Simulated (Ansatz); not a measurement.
Be(F)(NMe2) (C₂H₆BeFN), SMILES [N](C)([Be][F])C.

Coordinates come from a PBE-D3(BJ)/def2-SVP optimisation. The structure was generated by enumeration; whether it is a known compound was not checked. Other conformers were not sampled.

Two levels are set side by side: PBE/def2-SVPD (Ansatz, a quantum-chemistry and plane-wave program) and CAM-B3LYP/def2-SVPD (Ansatz). Energy differences of separate SCF runs at the same geometry; the states with an electron removed or added have multiplicity 2 and 2. Differences are taken from unrounded values.

```csv
quantity,CAM-B3LYP,PBE,PBE minus CAM-B3LYP
vertical ionisation energy (eV),8.72,8.54,-0.18
vertical singlet–triplet gap (eV),5.06,4.69,-0.37
```
